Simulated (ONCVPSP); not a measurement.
## Varying the ONCV potential for Mn

Base potential:

| Item | Value |
| --- | --- |
| Element | manganese |
| Generator | ONCVPSP 4.0.1 |
| Type | optimised norm-conserving Vanderbilt (ONCV) |
| Functional | PBEsol |
| Relativity | scalar-relativistic |
| Frozen core | [Ar] |
| Valence charge | 7 |
| Reference configuration | 3d5 4s2 |
| Partial waves | 4s: rc 2.80 bohr, ncon 4, nbas 7, qcut 2.2 1/bohr, 2 projectors, debl 1.6 Ha; p scattering state at 0.3 Ha: rc 2.40 bohr, ncon 4, nbas 8, qcut 4.1 1/bohr, 2 projectors, debl 1.9 Ha; 3d: rc 2.00 bohr, ncon 4, nbas 9, qcut 7.2 1/bohr, 2 projectors, debl 3.7 Ha |
| Local potential | polynomial inside 1.40 bohr (lpopt 5, dvloc0 2 Ha) |
| Core correction | polynomial model core, fcfact 0.65 |

In the p channel the program set the typed energies aside and used 0.050, 1.950 Ha.

All-electron outer shells of the reference configuration (PBEsol, scalar-relativistic, ld1.x):

```tsv
shell	level (eV)	outermost node (bohr)	outermost maximum (bohr)
3p	-54.48	0.31	0.75
3d	-6.79	–	0.76
4s	-5.12	1.05	2.51
```

Cutoffs, loose and tight: the cutoffs (Ha) at which the residual kinetic energy of the hardest occupied pseudo-wave falls to 1 and 0.1 mHa per electron. They do not see the model core or the augmentation charge, which bear on the density cutoff. Test errors are all-electron minus pseudo excitation energies from the reference, over the configurations 3d5 4s1; 3d5 4s0; 3d4 4s0; 3d4 4s2. A dash means not determined; rows that change the core or the reference have their own tests. The largest error is taken over the tests solved by every variant that gives reliable tests at all: 3d4 4s2; 3d5 4s0; 3d5 4s1.

A true bound ghost makes a file unfit for plane-wave use even where its test errors are small: the radial tests pick states by their node count and pass the ghost by.

| change | outcome | cutoff, loose | cutoff, tight | bound ghosts | GHOST(+) flags above zero | largest test error (meV) |
| --- | --- | --- | --- | --- | --- | --- |
| base | generated, projector energies reset by the program | 22 Ha | 25 Ha | none | s, p | +87 |
| all radii but the core radius scaled by about 0.81 (s 2.26, p 1.94, d 1.62 bohr); local potential polynomial inside 1.14 bohr (lpopt 5, dvloc0 2 Ha) | generated | 46 Ha | 115 Ha | p | s | -69 |
| all radii but the core radius scaled by about 0.86 (s 2.40, p 2.06, d 1.72 bohr); local potential polynomial inside 1.20 bohr (lpopt 5, dvloc0 2 Ha) | generated | 27 Ha | 95 Ha | none | s, p | -39 |
| all radii but the core radius scaled by about 0.92 (s 2.58, p 2.22, d 1.84 bohr); local potential polynomial inside 1.30 bohr (lpopt 5, dvloc0 2 Ha) | generated | 24 Ha | 46 Ha | none | s | -26 |
| all radii but the core radius scaled by about 1.08 (s 3.02, p 2.60, d 2.16 bohr); local potential polynomial inside 1.52 bohr (lpopt 5, dvloc0 2 Ha) | generated, projector energies reset by the program | 21 Ha | 23 Ha | none | s | +169 |
| all radii but the core radius scaled by about 1.17 (s 3.28, p 2.82, d 2.34 bohr); local potential polynomial inside 1.64 bohr (lpopt 5, dvloc0 2 Ha) | generated, projector energies reset by the program | 19 Ha | 22 Ha | none | s | +265 |
| all radii but the core radius scaled by about 1.26 (s 3.52, p 3.02, d 2.52 bohr); local potential polynomial inside 1.76 bohr (lpopt 5, dvloc0 2 Ha) | generated, projector energies reset by the program | 18 Ha | 20 Ha | none | s | +365 |
| all radii but the core radius scaled by about 1.30 (s 3.64, p 3.12, d 2.60 bohr); local potential polynomial inside 1.82 bohr (lpopt 5, dvloc0 2 Ha) | generated, projector energies reset by the program | 18 Ha | 20 Ha | none | s | +403 |

Reading the sweep of the scale of all radii but the core radius (base = 1) (base included, trends over the rows without a ghost): The loose cutoff falls from 27 Ha at 0.86 to 18 Ha at 1.3. A larger radius leaves more room for a smooth pseudo-wave, so fewer plane waves are needed; a smaller one forces it to follow the all-electron wave where it bends sharply. The median size of the test errors (rows with all tests solved) rises from 31.3 meV at 0.86 to 301.9 meV at 1.3, with one reversal. More of the atom is replaced by a form fitted at one configuration, so other configurations suffer as the radius grows. Bound ghosts are found at 0.81.
